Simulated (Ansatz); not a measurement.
Consider the substitution at a C–O bond: `C[O][In]([CH3])[OH]` + `O[Si]1(Cl)CO1` → `CO[Si]1(Cl)CO1` + `[CH3][In]([OH])[OH]`.

Gas-phase electronic energies from Ansatz, PBE0-D4/def2-TZVP geometries. CCSD(T)/CBS adds triple-zeta CCSD(T) − MP2 to the extrapolated MP2 energy (def2 sets, frozen cores). DFT in def2-TZVPP. B3LYP here is the variant with VWN-RPA as its local correlation; programs differ in this. Elements past krypton have def2 core potentials. For In outer-core shells are correlated without core-valence functions, which leaves a few kJ/mol of doubt a bond. Each species was taken in one conformer, which may not be the lowest.

`C[O][In]([CH3])[OH]`:

Cartesian coordinates in Å:
```
C -2.117 -0.225 0.359
O -1.120 -1.023 -0.210
In 0.791 -0.487 -0.366
C 1.608 1.386 0.221
O 1.735 -2.023 -1.180
H -3.006 -0.219 -0.286
H -2.424 -0.616 1.339
H -1.821 0.825 0.508
H 1.428 1.544 1.284
H 2.678 1.397 0.024
H 1.124 2.185 -0.342
H 1.124 -2.746 -1.350
```

`O[Si]1(Cl)CO1`:

Z-matrix (Å, degrees):
```
Si
Cl 1 2.016
C 1 1.788 2 122.4
O 1 1.620 2 106.0 3 159.3
O 1 1.631 2 119.1 3 -61.9
H 3 1.087 1 122.5 2 -6.6
H 3 1.088 1 123.2 2 159.5
H 4 0.960 1 116.6 2 168.4
```

`CO[Si]1(Cl)CO1`:

Cartesian coordinates in Å:
```
C -1.686 0.247 -1.243
O -0.714 0.533 -0.259
Si 0.532 -0.324 0.280
Cl 0.263 -2.292 -0.153
C 1.616 0.237 1.579
O 2.051 0.245 0.124
H -1.854 -0.828 -1.342
H -2.619 0.728 -0.946
H -1.368 0.650 -2.207
H 1.558 1.244 1.987
H 2.220 -0.438 2.180
```

`[CH3][In]([OH])[OH]`:

```xyz
9

C    -0.161   -0.809   -1.428
In    0.158    0.288    0.366
O     1.675    1.524    0.678
O    -0.935    0.318    2.032
H    -0.296   -1.865   -1.196
H    -1.057   -0.439   -1.927
H     0.698   -0.685   -2.086
H     1.626    1.916    1.554
H    -1.710   -0.247    2.007
```

| level | ΔE (kcal/mol) | difference from CCSD(T)/CBS |
| --- | --- | --- |
| B3LYP-D4 | -2.1 | -0.3 |
| ωB97X-V | -1.9 | -0.1 |
| B2PLYP | -1.8 | 0.0 |
| PBE | -1.4 | 0.4 |
| PBE0 | -1.4 | 0.4 |
| MP2/def2-TZVPP | -1.7 | 0.1 |
| CCSD/def2-TZVPP | -1.5 | 0.3 |
| CCSD(T)/def2-TZVPP | -1.5 | 0.3 |
| HF/def2-QZVPP | -1.7 | 0.1 |
| MP2/def2-QZVPP | -2.0 | -0.2 |
| CCSD(T)/CBS | -1.8 | 0 |

Largest T1 diagnostic among the species: 0.016.

CCSD(T)/CBS has its own doubt, a few kJ/mol and more with outer-core shells, so smaller differences from it don't rank the levels.
